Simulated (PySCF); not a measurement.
GeHCl3, SMILES [GeH]([Cl])([Cl])[Cl]. Heavy atoms are numbered as in [GeH:1]([Cl:2])([Cl:3])[Cl:4]. Hydrogens are named by the atom that carries them.

Coordinates come from a r2SCAN-D4/def2-SVP optimisation. The isomer is the one that the SMILES or the coordinates give; other isomers of the formula were not compared.

Computed with HF/def2-TZVP (PySCF).

ESP charges are fitted to the potential on shells at 1.4 to 2.0 van der Waals radii. Atomic charges (e), one atom of each kind:

```
atom       Löwdin  ESP fit
---------  ------  -------
Ge1 (GeH)   -0.23      ___
Cl2          0.10      ___
H on Ge1    -0.06      ___
```

Question: Fill in the missing entries. (An estimate is asked for; the answer gives what the named calculation found.)

Answer: 
- Ge1 (GeH), ESP fit: 0.18
- Cl2, ESP fit: -0.09
- H on Ge1, ESP fit: 0.09
